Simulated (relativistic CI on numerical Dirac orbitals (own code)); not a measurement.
# Hyperfine structure of I³²⁺, mass number 127

Computed by Dirac-Coulomb-Breit CI, separate exchange-only KLI orbitals for each configuration, model QED (radiative potential, 1s self-energy scaled to tabulated hydrogen-like ionisation energies), unscaled Slater integrals (own radial code, finite nucleus).

CI space (outside the closed core [Ne]): 3s2.3p6.3d3, 3s2.3p5.3d4, 3s.3p6.3d4, 3s2.3p6.3d2.4s, 3s2.3p6.3d2.4p, 3s2.3p6.3d2.4d, 3s2.3p5.3d3.4s, 3s2.3p6.3d2.4f, 3s2.3p5.3d3.4p, 3s.3p6.3d3.4s, 3p6.3d4.4p, 3p6.3d5, 3p5.3d6, 3p5.3d5.4s, 3p6.3d4.4s, 3p5.3d4.4s2, 3s2.3p6.3d.4s2, 3s2.3p6.4s2.4p, 3s2.3p6.4s2.4d. Double excitations out of closed p, d and f shells are left out; levels of such configurations are missing from the list, as are those of other unlisted configurations, and high levels can miss mixing partners. These lack a partner that the ground configuration has and come out too high: 3s2.3p5.3d3.4p.

Nuclear spin I = 5/2, μ = 2.8087 μN, Q = -0.688 b (tables of Stone and Pyykkö). The electronic factors are computed for point nuclear moments, without core polarisation or the Bohr-Weisskopf and QED corrections.

```csv
Level,E (cm⁻¹),A (MHz),B (MHz)
3s2.3p6.3d3 4F_3/2,0.0,33840,8970
3s2.3p6.3d3 4F_5/2,77046.9,20110,5500
3s2.3p6.3d3 4F_7/2,118785.2,19840,733
3s2.3p6.3d3 4P_1/2,146340.1,-12050,
3s2.3p6.3d3 2G_7/2,213354.2,19290,-3710
3s2.3p6.3d3 4P_5/2,221742.5,9218,-12500
3s2.3p6.3d3 2H_9/2,225530.8,18000,-7840
3s2.3p6.3d3 2P_1/2,270137.9,-2967,
```

Levels with J = 0, under 50 % of one LS term, or S terms without an open s electron are left out. Small factors come from cancelling terms and can be off by tens of per cent or more.

At this charge energies of transitions that change n are usually good to better than 1 %, and those within a shell (Δn = 0) to a few per cent. Terms inside the open d or f shell come out 10 to 20 % too wide with unscaled integrals.

(1) Give the hyperfine levels of 3s2.3p6.3d3 4F_3/2 relative to its centre of gravity.

Answers

(1) With K = F(F + 1) − I(I + 1) − J(J + 1), E = AK/2 + B[¾K(K + 1) − I(I + 1)J(J + 1)]/[2I(2I − 1)J(2J − 1)]: F = 1: -171400, F = 2: -110900, F = 3: -13390, F = 4: 129100 MHz.

LS names give the leading component of a level, which can be under half, so a name can repeat, a term be missing and a line seem to break the LS rules.
